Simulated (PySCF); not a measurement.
Start geometry of `CN(C)[SiH2]F` from GFN2-xTB (Å):
```
atom  x, y, z in Å
C1    -0.8597   -1.2228   -0.0085
N2    -0.0565   -0.0338   -0.1740
C3    -0.8331    1.1952   -0.1584
Si4    1.6597   -0.0798    0.1597
F5     2.2099    1.2871   -0.4392
H6    -1.3915   -1.1985    0.9574
H7    -1.6346   -1.2224   -0.7948
H8    -0.2564   -2.0892   -0.0941
H9    -1.5626    1.1849   -0.9284
H10   -1.3371    1.3310    0.8153
H11   -0.1598    2.0404   -0.3021
H12    2.2104   -1.1720   -0.5979
H13    2.0172   -0.0370    1.5545
```

Task: What comes out of this run: PBE0-D3(BJ)/def2-SVP geometry optimisation, gas phase in PySCF?

Result: 
```
atom  x, y, z in Å
C1    -0.829   -1.309   -0.345
N2    -0.061   -0.135   -0.006
C3    -0.839    1.073    0.124
Si4    1.650   -0.119   -0.082
F5     2.248    0.145   -1.578
H6    -1.610   -1.504    0.413
H7    -1.335   -1.212   -1.325
H8    -0.181   -2.197   -0.391
H9    -1.336    1.359   -0.823
H10   -1.629    0.953    0.888
H11   -0.202    1.914    0.434
H12    2.151   -1.459    0.323
H13    2.148    1.001    0.759
```

The energy falls by 35.0 kJ/mol over 24 energy and gradient evaluations, the largest force component goes from 0.0411 to 2.8e-04 Eh/bohr, and the atoms move by 0.734 Å rms after alignment. Among the bonds, C3–H9 and Si4–H12 change most and about equally (+0.047 to +0.048 Å). Bonds longer at the end by more than 0.005 Å: 6 of 12; shorter: 2. Among the angles that change most is N2–Si4–F5, from 104.2° to 114.1°. Among the dihedrals that turn most is C1–N2–Si4–H12, from 53° to -35°. Rotational constants go from 6640, 2796, 2106 to 6265, 2524, 2221 MHz. The orientation of the end geometry is arbitrary; only internal coordinates are fixed.

The run used 114 basis functions and 155 SCF cycles in all. The run took 1.8 min wall on Arm Neoverse V1, one thread, no GPU, on a shared host, and the process peaked at 0.48 GiB of memory.

Stationary, but not proved a minimum. One conformer, not necessarily the lowest.
